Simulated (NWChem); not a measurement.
All runs are NWChem calculations. System: F$_{2}$Si, charge 0, spin multiplicity 1, at a geometry optimised with PBE0/def2-SVP. The structure started from a generated list of species. Level: B3LYP/cc-pVDZ, VWN1-RPA local correlation.

Output (cleaned and shortened):

```
             Northwest Computational Chemistry Package (NWChem) 7.3.0
             --------------------------------------------------------

                                NWChem Input Module
                                -------------------

 Scaling coordinates for geometry "geometry" by  1.889725989
 (inverse scale =  0.529177249)

 Turning off AUTOSYM since
 SYMMETRY directive was detected!

                             Geometry "geometry" -> ""
                             -------------------------

 Output coordinates in angstroms (scale by  1.889725989 to convert to a.u.)

  No.       Tag          Charge          X              Y              Z
 ---- ---------------- ---------- -------------- -------------- --------------
    1 Si                  14.0000     0.00000000     0.00000000    -0.58808300
    2 F                    9.0000    -1.24649100     0.00000000     0.45739800
    3 F                    9.0000     1.24649100     0.00000000     0.45739800

 Effective nuclear repulsion energy (a.u.)      99.1614648170

            Nuclear Dipole moment (a.u.)
            ----------------------------
        X                 Y               Z
 ---------------- ---------------- ----------------
     0.0000000000     0.0000000000     0.0000037795

      Symmetry information
      --------------------

 Group name             C2v
 Group number             16
 Group order               4
 No. of unique centers     2

      Symmetry unique atoms

     1    2


 Summary of "ao basis" -> "" (spherical)
 ------------------------------------------------------------------------------
       Tag                 Description            Shells   Functions and Types
 ---------------- ------------------------------  ------  ---------------------
 *                          cc-pvdz                   on all atoms

                                 NWChem DFT Module
                                 -----------------

 Summary of "ao basis" -> "ao basis" (spherical)
 ------------------------------------------------------------------------------
       Tag                 Description            Shells   Functions and Types
 ---------------- ------------------------------  ------  ---------------------
 Si                         cc-pvdz                  8       18   4s3p1d
 F                          cc-pvdz                  6       14   3s2p1d

 Summary of "ao basis" -> "ao basis" (spherical)
 ------------------------------------------------------------------------------
       Tag                 Description            Shells   Functions and Types
 ---------------- ------------------------------  ------  ---------------------
 Si                         cc-pvdz                  8       18   4s3p1d
 F                          cc-pvdz                  6       14   3s2p1d

      Symmetry analysis of basis
      --------------------------

        a1         19
        a2          5
        b1         14
        b2          8

            General Information
            -------------------
          SCF calculation type: DFT
          Wavefunction type:  closed shell.
          No. of atoms     :     3
          No. of electrons :    32
           Alpha electrons :    16
            Beta electrons :    16
          Charge           :     0
          Spin multiplicity:     1
          Use of symmetry is: on ; symmetry adaption is: on
          Maximum number of iterations: 100
          AO basis - number of functions:    46
                     number of shells:    20
          Convergence on energy requested:  1.00D-06
          Convergence on density requested:  1.00D-05
          Convergence on gradient requested:  5.00D-04

              XC Information
              --------------
                         B3LYP Method XC Potential
                     Hartree-Fock (Exact) Exchange  0.200
                        Slater Exchange Functional  0.800 local
                    Becke 1988 Exchange Functional  0.720 non-local
              Lee-Yang-Parr Correlation Functional  0.810
                  VWN I RPA Correlation Functional  0.190 local

             Grid Information
             ----------------
          Grid used for XC integration:  medium
[...]
 Total energy =    -487.745479
 1-e energy   =    -876.312143
 2-e energy   =     289.405200
 HOMO         =      -0.314922
 LUMO         =      -0.022402

      Symmetry analysis of molecular orbitals - initial
      -------------------------------------------------

  Numbering of irreducible representations:

     1 a1          2 a2          3 b1          4 b2

  Orbital symmetries:

     1 a1          2 a1          3 b1          4 a1          5 b1
     6 a1          7 b2          8 a1          9 b1         10 a1
    11 b1         12 a1         13 b2         14 a2         15 b1
    16 a1         17 b2         18 b1         19 a1         20 a1
    21 b2         22 b1         23 a1         24 b2         25 a2
    26 a1

------------------------------------------------------------
EAF file 0: "./mol.aoints.0" size=524288 bytes
------------------------------------------------------------
               write      read    awrite     aread      wait
               -----      ----    ------     -----      ----
     calls:        1         0         0         0         0
   data(b): 5.24e+05  0.00e+00  0.00e+00  0.00e+00
   time(s): 0.00e+00  0.00e+00  0.00e+00  0.00e+00  0.00e+00
rate(mb/s): 0.00e+00  0.00e+00
------------------------------------------------------------

   convergence    iter        energy       DeltaE   RMS-Dens  Diis-err    time
 ---------------- ----- ----------------- --------- --------- ---------  ------
 d= 0,ls=0.0,diis     1   -489.1930831104 -5.88D+02  2.68D-02  7.32D-01     0.9
 d= 0,ls=0.0,diis     2   -489.0594661019  1.34D-01  1.36D-02  2.47D+00     0.9
 d= 0,ls=0.0,diis     3   -489.2773378801 -2.18D-01  1.38D-03  4.66D-03     1.0
 d= 0,ls=0.0,diis     4   -489.2776879866 -3.50D-04  3.09D-04  2.77D-04     1.0
 d= 0,ls=0.0,diis     5   -489.2777157327 -2.77D-05  1.37D-05  3.21D-07     1.0
 d= 0,ls=0.0,diis     6   -489.2777157731 -4.04D-08  1.43D-06  3.57D-09     1.0

         Total DFT energy =     -489.277715773107
      One electron energy =     -877.433847462329
           Coulomb energy =      330.908241154335
    Exchange-Corr. energy =      -41.913574282159
 Nuclear repulsion energy =       99.161464817047

 Numeric. integr. density =       31.999996050105

     Total iterative time =      0.5s

                  Occupations of the irreducible representations
                  ----------------------------------------------

                     irrep           alpha         beta
                     --------     --------     --------
                     a1                8.0          8.0
                     a2                1.0          1.0
                     b1                5.0          5.0
                     b2                2.0          2.0

                       DFT Final Molecular Orbital Analysis
                       ------------------------------------

 Vector   14  Occ=2.000000D+00  E=-4.255914D-01  Symmetry=a2
              MO Center= -2.3D-14,  2.1D-16,  4.3D-01, r^2= 2.0D+00
   Bfn.  Coefficient  Atom+Function         Bfn.  Coefficient  Atom+Function
  ----- ------------  ---------------      ----- ------------  ---------------
    23      0.467694  2 F  py                37     -0.467694  3 F  py
    26      0.324252  2 F  py                40     -0.324252  3 F  py
    14     -0.087864  1 Si d -2

 Vector   15  Occ=2.000000D+00  E=-4.099079D-01  Symmetry=b1
              MO Center= -3.2D-14, -1.2D-16,  4.1D-01, r^2= 2.1D+00
   Bfn.  Coefficient  Atom+Function         Bfn.  Coefficient  Atom+Function
  ----- ------------  ---------------      ----- ------------  ---------------
    22      0.399279  2 F  px                36      0.399279  3 F  px
    25      0.271277  2 F  px                39      0.271277  3 F  px
    24      0.264499  2 F  pz                38     -0.264499  3 F  pz
    27      0.185124  2 F  pz                41     -0.185124  3 F  pz
    11      0.084630  1 Si px                17      0.044027  1 Si d  1

 Vector   16  Occ=2.000000D+00  E=-2.963086D-01  Symmetry=a1
              MO Center=  2.5D-15,  2.4D-16, -8.3D-01, r^2= 2.1D+00
   Bfn.  Coefficient  Atom+Function         Bfn.  Coefficient  Atom+Function
  ----- ------------  ---------------      ----- ------------  ---------------
     4      0.564490  1 Si s                  3      0.356170  1 Si s
    10     -0.295433  1 Si pz                24      0.238836  2 F  pz
    38      0.238836  3 F  pz                27      0.175297  2 F  pz
    41      0.175297  3 F  pz                13     -0.142554  1 Si pz
    22     -0.096852  2 F  px                36      0.096852  3 F  px

 Vector   17  Occ=0.000000D+00  E=-8.370319D-02  Symmetry=b2
              MO Center=  9.4D-16, -2.6D-16, -6.0D-01, r^2= 2.6D+00
   Bfn.  Coefficient  Atom+Function         Bfn.  Coefficient  Atom+Function
  ----- ------------  ---------------      ----- ------------  ---------------
    12      0.614202  1 Si py                 9      0.500421  1 Si py
    23     -0.205979  2 F  py                37     -0.205979  3 F  py
    26     -0.184541  2 F  py                40     -0.184541  3 F  py
    15     -0.061544  1 Si d -1

 Vector   18  Occ=0.000000D+00  E= 1.831705D-02  Symmetry=b1
              MO Center=  2.6D-15, -5.8D-16, -8.6D-01, r^2= 3.2D+00
   Bfn.  Coefficient  Atom+Function         Bfn.  Coefficient  Atom+Function
  ----- ------------  ---------------      ----- ------------  ---------------
    11      0.882945  1 Si px                 8      0.325397  1 Si px
    21      0.273626  2 F  s                 35     -0.273626  3 F  s
    17      0.195031  1 Si d  1              24     -0.171949  2 F  pz
    38      0.171949  3 F  pz                27     -0.147704  2 F  pz
    41      0.147704  3 F  pz                20      0.066455  2 F  s

 Vector   19  Occ=0.000000D+00  E= 5.435385D-02  Symmetry=a1
              MO Center= -1.1D-14, -5.9D-16, -2.7D-01, r^2= 3.3D+00
   Bfn.  Coefficient  Atom+Function         Bfn.  Coefficient  Atom+Function
  ----- ------------  ---------------      ----- ------------  ---------------
    13      0.898685  1 Si pz                 4      0.523923  1 Si s
    21     -0.366819  2 F  s                 35     -0.366819  3 F  s
    10      0.254132  1 Si pz                22     -0.181140  2 F  px
    25     -0.181501  2 F  px                36      0.181140  3 F  px
    39      0.181501  3 F  px                18     -0.172243  1 Si d  2

 center of mass
 --------------
 x =   0.00000000 y =   0.00000000 z =   0.02654986

 moments of inertia (a.u.)
 ------------------
          62.893534375363           0.000000000000           0.000000000000
           0.000000000000         273.718961426806           0.000000000000
           0.000000000000           0.000000000000         210.825427051443

     Multipole analysis of the density
     ---------------------------------

     L   x y z        total         alpha         beta         nuclear
     -   - - -        -----         -----         ----         -------
     0   0 0 0     -0.000000    -16.000000    -16.000000     32.000000

     1   1 0 0     -0.000000     -0.000000     -0.000000      0.000000
     1   0 1 0     -0.000000     -0.000000     -0.000000      0.000000
     1   0 0 1     -0.501200     -0.250602     -0.250602      0.000004

     2   2 0 0    -18.343378    -59.108232    -59.108232     99.873086
     2   1 1 0     -0.000000     -0.000000     -0.000000      0.000000
     2   1 0 1     -0.000000     -0.000000     -0.000000      0.000000
     2   0 2 0    -14.529064     -7.264532     -7.264532      0.000000
     2   0 1 1     -0.000000     -0.000000     -0.000000      0.000000
     2   0 0 2    -17.059214    -23.898781    -23.898781     30.738348

 Task  times  cpu:        1.0s     wall:        1.0s

 Total times  cpu:        1.1s     wall:        1.1s
```

Write an NWChem input that would produce this output.

One answer among several that fit: 
```
start mol
memory heap 200 mb stack 900 mb global 1100 mb
geometry units angstroms nocenter noautoz
  Si     0.000000     0.000000    -0.588083
  F     -1.246491     0.000000     0.457398
  F      1.246491     0.000000     0.457398
  symmetry group C2v
end
basis spherical
  * library cc-pvdz
end
dft
  xc b3lyp
  semidirect memsize 60000000 filesize 0
  iterations 100
end
task dft energy
```
